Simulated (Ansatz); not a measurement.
Born–Oppenheimer molecular dynamics of C2H6FNSSi (12 atoms, charge 0, multiplicity 1). It goes on from the last frame of an earlier run, with new velocities.

Level of theory: Ansatz, RKS BLYP/def2-SVP.

```yaml
ensemble: NVE (velocity Verlet)
time_step: 0.5 fs
steps_asked: 150
starting_velocities_drawn_for: 500 K
seed: 255195
```

First frame:

```xyz
12
Properties=species:S:1:pos:R:3
F -1.181 1.855 0.191
C -0.620 0.887 1.111
N -0.802 -0.487 0.788
C -0.510 -0.755 -0.624
Si 1.466 -0.216 -0.770
S 1.341 1.320 0.950
H -1.016 1.133 2.100
H -1.496 -1.021 1.292
H -0.546 -1.872 -0.876
H -1.120 -0.161 -1.316
H 2.271 -1.493 -0.604
H 1.811 0.674 -1.866
```

How far do the bonds stretch over the last three quarters of this one trajectory? (Pairs bonded in most of those frames.)


```json
{"bond": "F1–C2", "mean (Å)": "1.397", "spread (Å)": "0.019", "shortest": "1.37", "longest": "1.43"}
{"bond": "C2–N3", "mean (Å)": "1.420", "spread (Å)": "0.046", "shortest": "1.35", "longest": "1.50"}
{"bond": "C2–S6", "mean (Å)": "1.964", "spread (Å)": "0.080", "shortest": "1.84", "longest": "2.08"}
{"bond": "C2–H7", "mean (Å)": "1.110", "spread (Å)": "0.010", "shortest": "1.09", "longest": "1.13"}
{"bond": "N3–C4", "mean (Å)": "1.479", "spread (Å)": "0.048", "shortest": "1.42", "longest": "1.57"}
{"bond": "N3–H8", "mean (Å)": "1.030", "spread (Å)": "0.023", "shortest": "0.99", "longest": "1.06"}
{"bond": "C4–Si5", "mean (Å)": "1.979", "spread (Å)": "0.097", "shortest": "1.86", "longest": "2.13"}
{"bond": "C4–H9", "mean (Å)": "1.114", "spread (Å)": "0.032", "shortest": "1.07", "longest": "1.16"}
{"bond": "C4–H10", "mean (Å)": "1.113", "spread (Å)": "0.016", "shortest": "1.09", "longest": "1.14"}
{"bond": "Si5–S6", "mean (Å)": "2.156", "spread (Å)": "0.077", "shortest": "2.05", "longest": "2.28"}
{"bond": "Si5–H11", "mean (Å)": "1.505", "spread (Å)": "0.031", "shortest": "1.46", "longest": "1.55"}
{"bond": "Si5–H12", "mean (Å)": "1.516", "spread (Å)": "0.035", "shortest": "1.45", "longest": "1.57"}
```

Mean temperature of the second half: 493 K. The conserved energy stayed within 0.076 meV per atom of its start (net change -0.025 meV per atom), so the integration is sound. A run of 0.075 ps of so small a system gives no equilibrium averages.

Time of the run: 12 min on 2 threads of Arm Neoverse N1, on a shared host, peak memory 0.18 GiB.
